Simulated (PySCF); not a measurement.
C4H6NO3S (charge -1).
SMILES with atom numbers: `[H]/[N:1]=[CH:2]\[C@@H:3]1[CH2:4][C@@H:5]1[S:6](=[O:7])(=[O:8])[O-:9]` (hydrogens: H10 on N1; H11 on C2; H12 on C3; H13, H14 on C4; H15 on C5)

A PySCF run (density fitting, gas phase, GFN2-xTB geometry) gave HOMO -0.93 eV, LUMO 2.84 eV.

Question: Which of these levels was it?
A. PBE0/pcSseg-0
B. PBE0/pcSseg-1
C. KT3/pcseg-1

Answer: C. It is KT3/pcseg-1. All candidates on this geometry:

```json
{"level and settings": "KT3/pcseg-1, start guess atom", "kind": "GGA", "basis functions": "160", "SCF cycles": "14", "E (Eh)": "-843.6196", "HOMO (eV)": "-0.93", "LUMO (eV)": "2.84"}
{"level and settings": "PBE0/pcSseg-1", "kind": "global hybrid", "basis functions": "190", "SCF cycles": "15", "E (Eh)": "-833.9404", "HOMO (eV)": "-2.41", "LUMO (eV)": "3.83"}
{"level and settings": "PBE0/pcSseg-0, energy threshold 1e-07 Eh", "kind": "global hybrid", "basis functions": "97", "SCF cycles": "10", "E (Eh)": "-832.2937", "HOMO (eV)": "-2.41", "LUMO (eV)": "3.86"}
```

The nearest other candidate, by the summed differences of HOMO and LUMO, is PBE0/pcSseg-1: its HOMO differs by -1.48 eV and its LUMO by +0.99 eV. Cycle counts include a coarse-grid stage where the run had one. KT3 was designed for NMR shieldings or shifts; total energies of different functionals aren't comparable.

Conformer computed: `[H]/[N:1]=[CH:2]\[C@@H:3]1[CH2:4][C@@H:5]1[S:6](=[O:7])(=[O:8])[O-:9]`: N1–C2–C3–C4 -142°, C4–C5–S6–O7 111°.
